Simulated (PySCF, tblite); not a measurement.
CH9ClN2Si4.
Geometry (GFN2-xTB, Å), atoms numbered from 1 in this order:
```xyz
17
CH9ClN2Si4 angstrom
N      3.8781    0.6055   -0.8242
C      3.1342   -0.1812   -0.4476
Si     1.9046   -1.4413    0.1804
Si     0.1676   -0.3351    1.2368
Cl    -0.8969   -1.6728    2.3217
N     -0.9162    0.3764    0.0783
Si    -0.4693    1.9465   -0.5565
Si    -2.3726   -0.4646   -0.4174
H      1.5687   -2.2121   -1.0265
H      2.7178   -2.3009    1.0519
H      0.5444    0.7170    2.1858
H      0.8287    1.7868   -1.2134
H     -0.3659    2.8792    0.5665
H     -1.5186    2.3593   -1.4782
H     -2.0078   -1.8609   -0.6639
H     -3.3736   -0.3589    0.6432
H     -2.8303    0.1691   -1.6470
```

Jobs on this species (17 atoms, 102 electrons) with PySCF (density fitting) and tblite. Hardware of each: one thread of an Arm Neoverse V2, no GPU, on a shared host. Times come from a shared host and carry two figures at best.

```tsv
level and settings	work	basis functions	SCF cycles	wall time
PBE0/pcSseg-1	shieldings, charges and field gradients	216	?	?
GFN2-xTB	L-BFGS relaxation	–	–	1.1 s
GFN2-xTB	Hessian by finite differences	–	–	1.0 s
```

Fill in the missing figures.

- PBE0/pcSseg-1; shieldings, charges and field gradients: 51 s, 14 SCF cycles

What do all jobs in the table cost together?

About 53 s; the longest takes about 96 % of that, and about 51 times as long as the shortest.
